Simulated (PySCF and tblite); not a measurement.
Results of a calculation; reference values are marked as such.
C₉H₁₂, numbered as in [CH:1]#[C:2][C@@H:3]1[CH2:4][C@@H:5]2[CH2:6][CH2:7][C@@H:8]2[CH2:9]1.

Geometries GFN2-xTB; weights from PBE0-D3(BJ)/pcSseg-1 energies and GFN2-xTB thermal corrections, with symmetry numbers and mirror pairs. Conformers within 2.5 kcal/mol (GFN2-xTB free energy) were kept, 2 at most. Couplings: B3LYP/6-31G* with pcJ-1 on H (gas phase; spin-dipole term only for pairs with B, N, F, Si or P). Couplings are for ¹H. H–H couplings come out 0.1 to 0.9 Hz lower than with pcJ-1 on all atoms. Of two unlike H on one atom, a is the less shielded (PBE0/pcSseg-1). (PySCF 2.14, tblite 0.8.)

The 4-ring runs over atoms 5–6–7–8. The 5-ring runs over atoms 3–4–5–8–9.

```tsv
conformer	shape	weight %
1	4-ring flat; 5-ring envelope (ring torsions -20, 0, 20, -33, 33°)	88.2
2	4-ring flat; 5-ring envelope (ring torsions 24, 0, -23, 38, -38°)	11.8
```

(1) Give the couplings in each conformer and the averages at 298.15 K (pairs that fast motion interchanges averaged).

GFN2-xTB leaves a saturated small ring flat here that puckers in reality.

Results:

(1) 
```
   coupling  pairs      1      2  average (Hz)
 ³J(H3,H4a)      2    9.0    7.8           8.9
 ³J(H3,H4b)      2    0.4   12.3           1.8
²J(H4a,H4b)      2  -13.5  -13.5         -13.5
 ³J(H4a,H5)      2    9.1   10.3           9.3
 ³J(H4b,H5)      2    0.3    7.4           1.1
 ³J(H5,H6b)      2    4.7    4.1           4.6
 ³J(H5,H6a)      2   11.0   10.4          11.0
  ³J(H5,H8)      1    8.3   10.5           8.5
²J(H6b,H6a)      2  -13.5  -13.6         -13.5
³J(H6b,H7a)      2    6.0    5.9           6.0
³J(H6b,H7b)      1   12.0   11.6          12.0
³J(H6a,H7a)      1   12.5   12.2          12.5
```
